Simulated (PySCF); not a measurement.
Pauling's electronegativity from computed bond energies: partners of Li

PBE0 in PySCF with def2-SVPD on every atom (core potentials on Rb, Cs), for the lowest determinant that a PBE0 search found; no spin–orbit coupling. De of Li2 is 0.85 eV.

```
 B  De(B₂) (eV)  De(LiB) (eV)
 H         4.44          2.32
Rb         0.45          0.61
Cs         0.40          0.60
 F         1.39          5.86
```

With Δ = De(LiB) − [De(Li₂) + De(B₂)]/2, give Δ and the electronegativity difference √(Δ/eV).



| B | Δ (eV) | √Δ |
| --- | --- | --- |
| H | -0.33 | none (Δ < 0) |
| Rb | -0.04 | none (Δ < 0) |
| Cs | -0.03 | none (Δ < 0) |
| F | 4.74 | 2.18 |

The rule was made for single bonds and measured bond energies; here it is fed with computed well depths. With the arithmetic mean Δ turns negative when the two homonuclear bonds differ much, as for alkali hydrides.

Closed-shell solutions of metal pairs were not tested for spin polarisation, which can lower them a little. Weak bonds: Cs2, Rb2. Basis-set superposition, not corrected here, can be much of De in a small basis, most of all at correlated wavefunction levels. Functionals without a dispersion term scatter widely for such bonds, and LDA overbinds them. Spin–orbit coupling is left out, which matters for elements this heavy, above all for dissociation energies.
